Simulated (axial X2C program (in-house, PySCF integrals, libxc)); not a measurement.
**IF⁺: properties at the nuclei**

Calculated with an axial X2C code built on PySCF integrals: two-component X2C with atomic mean-field Coulomb and Gaunt terms, Gaussian nuclei, basis I dyall-cv3z, F dyall-av3z with contracted cores.

R = 1.844 Å (near the PBE0 minimum at charge 1 of the determinant lowest at the starting distance; the state shown can have its own minimum elsewhere).

Input and command:
```json
{"zs": [53, 9], "q": 1, "bas": ["dyall-cv3z", "dyall-av3z"], "r0": 1.97, "levels": ["PBE0", "HF", "TPSSh", "LDA", "PBE"], "nst": 3}
```
```bash
python soeom.py task.json out
```

Keys: zs atomic numbers; q charge; bas basis sets; r0 starting distance in Å; levels methods; nst determinants followed.

Determinant lowest in the PBE0 search, Ω = 3/2 (⟨Sz⟩ = 0.51, ⟨Lz⟩ = 0.99 at PBE0), spin on the atoms I 0.47, F 0.04:

```csv
level,Eeff magnitude (GV/cm),Ws magnitude I (kHz),A∥/gI I (MHz),qzz I (a.u.),A∥/gI F (MHz),qzz F (a.u.)
PBE0,2.23,0.975,853,15.40,53,3.00
HF,6.47,2.68,978,15.80,36.9,3.16
TPSSh,1.82,0.807,827,15.42,56.7,2.94
LDA,1.19,0.556,851,15.70,61.4,2.81
PBE,1.54,0.699,810,15.33,61.2,2.84
```

Determinant 0.72 eV from it at PBE0 and this distance, Ω = 1/2 (⟨Sz⟩ = -0.49, ⟨Lz⟩ = 0.99 at PBE0), spin on the atoms I -0.44, F -0.04:

| level | Eeff magnitude (GV/cm) | Ws magnitude I (kHz) | A∥/gI I (MHz) | qzz I (a.u.) | A∥/gI F (MHz) | qzz F (a.u.) |
| --- | --- | --- | --- | --- | --- | --- |
| PBE0 | 4.24 | 4.83 | 5500 | 15.05 | 229 | 2.95 |
| HF | 3.74 | 4.26 | 5610 | 15.04 | 83.8 | 3.23 |
| TPSSh | 3.85 | 4.36 | 5290 | 15.16 | 265 | 2.87 |
| LDA | 4.8 | 5.51 | 5400 | 15.58 | 316 | 2.74 |
| PBE | 4.18 | 4.74 | 5310 | 15.18 | 298 | 2.77 |

Eeff is the effective electric field on the electron electric dipole moment in this Ω state and Ws the scalar–pseudoscalar constant of the nucleus named (defined with the proton number Z and per Ω); A∥ (defined per Ω) follows by multiplying with gI = μI/(I μN); qzz is the electric field gradient, eQq0 = 234.96 MHz × Q/barn × qzz. The operators were transformed with the bare-nucleus X2C matrices; with these basis sets, hyperfine constants and field gradients can be off by tens of per cent, and where levels differ in sign neither size nor sign is settled.

Q: With gI(127I) = 1.1253, Q(127I) = -0.68822 barn, gI(19F) = 5.2577 (g factors from the IAEA table of nuclear moments by Stone; Q from Pyykkö, Mol. Phys. 2018), turn the PBE0 values of the first state into constants in MHz.

A: A∥(127I) = 853 × 1.1253 = 960 MHz; eQq0(127I) = 234.96 × (-0.68822) × (15.40) = -2490 MHz; A∥(19F) = 53 × 5.2577 = 279 MHz.

Each state is one determinant with collinear spin. Unrestricted Hartree–Fock can overshoot spin polarisation at the nuclei. Where Eeff spreads by more than a factor of two the levels disagree and none is to be relied on. The search compared states at one distance, so a state with another bond length can lie lower. PBE0 term energies can be off by some tenths of an eV.
